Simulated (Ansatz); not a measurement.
Abridged output of a molecular run in Ansatz:

```
Functional definition: HF
778 factors; integrals over basis functions are off by at most 6.6e-4 eV
mean field evaluation 1: about -13471.6529 eV, gradient 3.5e1 eV
mean field evaluation 2: about -13471.6542 eV, gradient 3.5e1 eV
mean field evaluation 4: about -13476.6400 eV, gradient 2.6e0 eV
mean field evaluation 8: about -13476.7196 eV, gradient 1.7e-1 eV
mean field -13476.72024390 eV, -495.2603341143 hartree, gradient 2.3e-6 eV, S^2 0.754171; 0 other end points of the search recorded, 0 dependent functions left out
8 core orbitals not correlated: weight in the atoms' cores, before any rotation towards them, 1.000 or more for the frozen orbitals, at most 0.000 for the correlated occupied ones
reference -13476.72024390 eV, -495.2603341143 hartree; 13, 12 occupied and 59, 60 virtual orbitals, 778 factors
second order -16.91258717 eV of doubles, -0.00000000 eV of singles
cycle   1  -17.13343759 eV  change   -2.2e-1 eV  update   8.9e-2
cycle   2  -17.49894401 eV  change   -3.7e-1 eV  update   2.6e-2
cycle   3  -17.60835999 eV  change   -1.1e-1 eV  update   1.6e-2
cycle   4  -17.60446969 eV  change    3.9e-3 eV  update   4.9e-3
cycle   5  -17.60138589 eV  change    3.1e-3 eV  update   2.4e-3
cycle   6  -17.60188125 eV  change   -5.0e-4 eV  update   9.1e-4
cycle   7  -17.60194925 eV  change   -6.8e-5 eV  update   3.4e-4
cycle   8  -17.60199326 eV  change   -4.4e-5 eV  update   1.5e-4
cycle   9  -17.60201725 eV  change   -2.4e-5 eV  update   5.8e-5
cycle  10  -17.60199789 eV  change    1.9e-5 eV  update   2.5e-5
perturbative correction -0.39225383 eV, -0.0144150625 hartree
Total energy: -13494.71449562 eV, -495.9216106681 hartree
Checks for a lower state left out: cluster_reference
```

Its atoms:

Z-matrix (Å, degrees):
```
N
Si 1 1.700
H 1 1.006 2 120.9
H 1 1.006 2 120.9 3 152.6
O 2 1.651 1 104.3 3 42.6
O 2 1.651 1 104.3 3 164.8
H 5 0.958 2 115.7 1 -153.9
H 6 0.958 2 115.7 1 154.1
```

**Question.** Which basis set was used?
A. def2-SVPD
B. cc-pV(T+d)Z
C. def2-TZVPP
D. def2-SVP

**Answer.** D. It gives 80 functions.

**Question.** Write the keys of the input that set method, charge and spin (a neutral closed shell needs none for the last two).

**Answer.** 
```yaml
magnetization: {spin_polarized: true, initial_magnetization: 1}
correlation: {method: ccsd_t}
scf: {omitted_lower_state_checks: [cluster_reference]}
```
